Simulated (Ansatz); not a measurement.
ClI, charge -1, doublet, geometry from GFN2-xTB (a state made from the parent by changing its charge; the spin is typed, not shown lowest) (all electrons, no relativity) (a gas-phase anion, which may not be bound at this level); B97M-V/6-311G** run with Ansatz (a program for electronic structure).

Ansatz was given this input:
Ansatz 0.2 input:
```yaml
crystal:
  periodic: [false, false, false]
  atoms:
    - {symbol: Cl, position_ang: [-0.00000000, -0.00000000, -2.27968828]}
    - {symbol: I, position_ang: [0.00000000, 0.00000000, 0.73122077]}
basis:
  gaussian:
    orbitals: 6-311G__.json
hamiltonian:
  xc: {name: B97M-V}
total_charge: -1
magnetization: {spin_polarized: true, initial_magnetization: 1}
accuracy: high
```
The basis file holds 6-311G** in the JSON format of the Basis Set Exchange.

It wrote (shortened):

```
Functional definition: B97M-V
1216 factors; integrals over basis functions are off by at most 6.1e-9 eV
mean field evaluation 1: about -200788.2487 eV, gradient 1.0e1 eV
mean field evaluation 2: about -200788.2441 eV, gradient 1.1e1 eV
mean field evaluation 4: about -200788.6937 eV, gradient 1.4e0 eV
mean field evaluation 8: about -200788.7044 eV, gradient 1.2e-2 eV
mean field evaluation 16: about -200788.7044 eV, gradient 5.5e-6 eV
mean field -200788.70438795 eV, -7378.8487867852 hartree, gradient 4.3e-8 eV, S^2 0.752793; 1 other end points of the search recorded, 0 dependent functions left out
reference -200788.70439123 eV, -7378.8487869056 hartree; 36, 35 occupied and 53, 54 virtual orbitals, 1216 factors
Total energy: -200788.70439123 eV, -7378.8487869056 hartree
```
